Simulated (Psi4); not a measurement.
tert-butylarsine (C₄H₁₁As), singlet, at a GFN2-xTB geometry; B3LYP5/STO-3G in Psi4.

Psi4 was given this input:
```
memory 2 GB

molecule {
0 1
  C    -0.83316122    1.27658107    1.24304788
  C    -0.73344256    0.02351481    0.38238815
  C    -0.87008621   -1.21851579    1.25927285
  C    -1.83703839    0.03118536   -0.67224718
  As    1.04249619   -0.07969482   -0.57345441
  H    -1.79691596    1.31804641    1.75234834
  H    -0.73318524    2.17315849    0.63040051
  H    -0.04778167    1.28733430    1.99951757
  H    -0.79786018   -2.12403746    0.65387815
  H    -1.83096123   -1.22802419    1.77463380
  H    -0.07828299   -1.24420087    2.00985401
  H    -1.77479274   -0.86143756   -1.29757801
  H    -1.74317674    0.90752870   -1.31582814
  H    -2.82219543    0.05305933   -0.20539039
  H     1.02361566    1.36449750   -0.99321368
  H     1.84153244    0.30741159    0.64060304
}

set basis sto-3g
set scf_type pk
set puream true
set d_convergence 1e-8
set dft_radial_points 99
set dft_spherical_points 590

energy('b3lyp5')
print_variables()
```

### Question
Predict the main parts of the log of this Psi4 run.

### Answer

```
   => Loading Basis Set <=

    Name: STO-3G
    Role: ORBITAL
    Keyword: BASIS

         ---------------------------------------------------------
                                   SCF
               by Justin Turney, Rob Parrish, Andy Simmonett
                          and Daniel G. A. Smith
                              RKS Reference
         ---------------------------------------------------------

  ==> Geometry <==

    Molecular point group: c1
    Full point group: C1

    Geometry (in Angstrom), charge = 0, multiplicity = 1:

       Center              X                  Y                   Z               Mass
    ------------   -----------------  -----------------  -----------------  -----------------
         C           -0.967423571877     1.296349016386     1.323051866691    12.000000000000
         C           -0.867704911877     0.043282756386     0.462392136691    12.000000000000
         C           -1.004348561877    -1.198747843614     1.339276836691    12.000000000000
         C           -1.971300741877     0.050953306386    -0.592243193309    12.000000000000
         AS           0.908233838123    -0.059926873614    -0.493450423309    74.921594570000
         H           -1.931178311877     1.337814356386     1.832352326691     1.007825032230
         H           -0.867447591877     2.192926436386     0.710404496691     1.007825032230
         H           -0.182044021877     1.307102246386     2.079521556691     1.007825032230
         H           -0.932122531877    -2.104269513614     0.733882136691     1.007825032230
         H           -1.965223581877    -1.208256243614     1.854637786691     1.007825032230
         H           -0.212545341877    -1.224432923614     2.089857996691     1.007825032230
         H           -1.909055091877    -0.841669613614    -1.217574023309     1.007825032230
         H           -1.877439091877     0.927296646386    -1.235824153309     1.007825032230
         H           -2.956457781877     0.072827276386    -0.125386403309     1.007825032230
         H            0.889353308123     1.384265446386    -0.913209693309     1.007825032230
         H            1.707270088123     0.327179536386     0.720607026691     1.007825032230

  Running in c1 symmetry.

  Rotational constants: A =      0.14796  B =      0.06515  C =      0.06514 [cm^-1]
  Rotational constants: A =   4435.79302  B =   1953.20678  C =   1952.82498 [MHz]
  Nuclear repulsion =  368.478183500468447

  Charge       = 0
[...]
   @RKS iter   4: -2367.50126167045073   -6.65190e-03   4.06899e-04 DIIS/ADIIS
   @RKS iter   5: -2367.50156921083590   -3.07540e-04   4.29670e-05 DIIS
   @RKS iter   6: -2367.50157188879439   -2.67796e-06   1.47318e-05 DIIS
   @RKS iter   7: -2367.50157222250164   -3.33707e-07   9.79718e-07 DIIS
   @RKS iter   8: -2367.50157222466396   -2.16232e-09   6.19900e-08 DIIS
   @RKS iter   9: -2367.50157222466714   -3.18323e-12   7.42531e-09 DIIS
  Energy and wave function converged.

  ==> Post-Iterations <==

   Electrons on quadrature grid:
      Ntotal   =   68.0000184623 ; deviation = 1.846e-05

    Orbital Energies [Eh]
    ---------------------

    Doubly Occupied:

[...]
      34A     -0.162878

    Virtual:

[...]
    Final Occupation by Irrep:
              A
    DOCC [    34 ]
    NA   [    34 ]
    NB   [    34 ]

  @RKS Final Energy: -2367.50157222466714

   => Energetics <=

    Nuclear Repulsion Energy =            368.4781835004684467
    One-Electron Energy =               -4042.7264658969406810
    Two-Electron Energy =                1394.7568843509750423
    DFT Exchange-Correlation Energy =     -88.0101741791697236
    Empirical Dispersion Energy =           0.0000000000000000
    VV10 Nonlocal Energy =                  0.0000000000000000
    Total Energy =                      -2367.5015722246671430

Computation Completed

Properties will be evaluated at   0.000000,   0.000000,   0.000000 [a0]

Properties computed using the SCF density matrix

 Multipole Moments:

 ------------------------------------------------------------------------------------
     Multipole            Electronic (a.u.)      Nuclear  (a.u.)        Total (a.u.)
 ------------------------------------------------------------------------------------

 L = 1.  Multiply by 2.5417464519 to convert [e a0] to [Debye]
 Dipole X            :         17.1327484          -17.2528972           -0.1201488
 Dipole Y            :         -2.3129244            2.5402081            0.2272837
 Dipole Z            :        -10.0734202           10.2806222            0.2072020
 Magnitude           :                                                    0.3301913

 ------------------------------------------------------------------------------------

  Variable Map:
  ----------------------------------------------------------------------------
[...]
  Array Variable Map:
  ----------------------------------------------------------------------------
[...]
[...]
```
